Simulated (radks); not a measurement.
The numbers below are computed, except where a source is named.
Ionisation of neutral iodine, [Kr] 4d10 5s2 5p5, to I+, [Kr] 4d10 5s2 5p4, under several functionals. Scalar-relativistic Kohn-Sham, spin-polarised, spherical densities, point nucleus; open shells are filled with parallel spins first (spin-orbit coupling, left out, can overturn this in heavy ions); a radial shooting solver on a logarithmic mesh with Libxc functionals.

functional                                      E(I) (hartree)  Exc (hartree)  IE (eV)  -e(HOMO) (eV)  <r> HOMO (bohr)  IE error (eV)
revPBE                                             -7116.65087     -181.26923   10.485          6.695            2.487         +0.034
BP86                                               -7117.62509     -182.24581   10.706          6.881            2.482         +0.255
LDA (Slater exchange, Perdew-Wang correlation)     -7110.61681     -175.18690   10.830          6.962            2.482         +0.379
AM05                                               -7110.85949     -175.43678   10.543          6.727            2.481         +0.092
PBEsol                                             -7113.43185     -178.02057   10.583          6.770            2.480         +0.132
Wu-Cohen GGA                                       -7115.61386     -180.22251   10.609          6.778            2.476         +0.158
PBE                                                -7116.40268     -181.01582   10.552          6.748            2.488         +0.101

NIST Atomic Spectra Database: 10.451 eV (measured). Closest: revPBE. The Delta-SCF values span 0.34 eV, the total energies 7.01 hartree. The highest occupied level is 5p. Open shells are spherical and high-spin; term and fine-structure splittings are not resolved. Spin-orbit splitting is averaged out at the scalar-relativistic level.
